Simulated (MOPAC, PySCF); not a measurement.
CH$_{3}$NSi, SMILES `N=C=[SiH2]`, neutral singlet in the gas phase. 

Cartesian coordinates (Å):
```xyz
6

N      1.6888    -0.0095    -0.2556
C      0.5012    -0.0033    -0.1498
Si    -1.2741    -0.0139    -0.5686
H      2.3966     0.0086     0.4686
H     -1.6568     1.1989     0.2192
H     -1.6559    -1.1809     0.2861
```
Charge 0, multiplicity 1.

All levels are single points at this geometry (B3LYP-D3(BJ)/def2-TZVP); Pople sets use spherical d functions. Orbital energies aren't observables, and empty levels follow the basis.

```tsv
level	HOMO (eV)	LUMO (eV)	gap (eV)	dipole (D)	vertical IE, Delta-SCF (eV)
B3LYP-D3(BJ)/def2-TZVP in PySCF	-5.93	-1.99	3.94	2.57	8.25
PBE-D3(BJ)/def2-TZVP in PySCF	-5.22	-2.53	2.68	2.52	8.21
B3LYP/3-21G in PySCF	-5.64	-1.55	4.09	3.42	–
B3LYP/6-311+G** in PySCF	-5.96	-2.03	3.92	2.57	–
BP86/6-31G* in PySCF	-5.16	-2.40	2.76	2.95	–
PBE/6-31G* in PySCF	-5.05	-2.29	2.76	2.97	8.12
SVWN5/6-31G* in PySCF	-5.13	-2.37	2.76	2.94	8.30
HF/3-21G in PySCF	-7.78	1.85	9.63	4.08	–
HF/STO-3G in PySCF	-4.74	5.56	10.30	2.83	–
AM1 in MOPAC	-7.63	-0.92	6.71	3.46	–
PM3 in MOPAC	-7.55	-1.27	6.28	5.11	–
PM6 in MOPAC	-7.33	-1.25	6.08	3.13	–
PM7 in MOPAC	-8.06	-1.01	7.06	4.49	–
```
